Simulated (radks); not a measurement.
Species: neutral scandium. Configuration: [Ne] 3s2 3p5 3d2 4s2 (not the ground configuration).

Method: non-relativistic Kohn-Sham, revTPSS, spin-polarised, spherical densities, point nucleus; open shells are filled with parallel spins first; meta-GGA in the generalised Kohn-Sham scheme; computed with a radial shooting solver on a logarithmic mesh with Libxc functionals.

Energy parts (eV):
total: -20661.717
kinetic: 20641.534
electron-nucleus: -48876.948
Hartree: 8622.530
exchange-correlation: -1048.833

Orbitals (lengths in bohr, moments of r in powers of bohr; r(max) is where P^2 peaks; r(90%) holds 90 % of the orbital's charge):
| orbital | occ. | eigenvalue (eV) | <r> | r(max) | r(90%) |
|---|---|---|---|---|---|
| 1s up | 1 | -4388.229 | 0.07351 | 0.04834 | 0.131 |
| 1s down | 1 | -4387.936 | 0.07351 | 0.04834 | 0.131 |
| 2s up | 1 | -475.2801 | 0.3453 | 0.2850 | 0.537 |
| 2s down | 1 | -474.6316 | 0.3450 | 0.2850 | 0.536 |
| 2p up | 3 | -391.5543 | 0.3086 | 0.2330 | 0.508 |
| 2p down | 3 | -390.7748 | 0.3082 | 0.2330 | 0.507 |
| 3s up | 1 | -58.1091 | 1.075 | 0.9294 | 1.61 |
| 3s down | 1 | -54.8228 | 1.078 | 0.9279 | 1.61 |
| 3p up | 3 | -36.6507 | 1.157 | 0.9648 | 1.78 |
| 3p down | 2 | -33.3658 | 1.166 | 0.9632 | 1.80 |
| 3d up | 2 | -5.1931 | 1.642 | 1.047 | 2.88 |
| 4s up | 1 | -4.5742 | 3.611 | 3.035 | 5.40 |
| 4s down | 1 | -4.0100 | 3.813 | 3.188 | 5.69 |
| 3d down | 0 | -2.5391 | 1.937 | 1.073 | 3.61 |

The highest occupied level is 4s down at -4.010 eV. The spin density at the nucleus is 0.3614 e/bohr^3 (1s -0.1177, 2s -0.2660, 3s 0.2526, 4s 0.4924), a Fermi contact field of 18.9 T. Virial ratio -V/T = 2.00098. Summed over all electrons, <r^2> = 50.36 bohr^2, which gives a Langevin (diamagnetic) susceptibility term of -39.9 x 10^-6 cm^3/mol. The electron density at the nucleus is 6195 e/bohr^3.
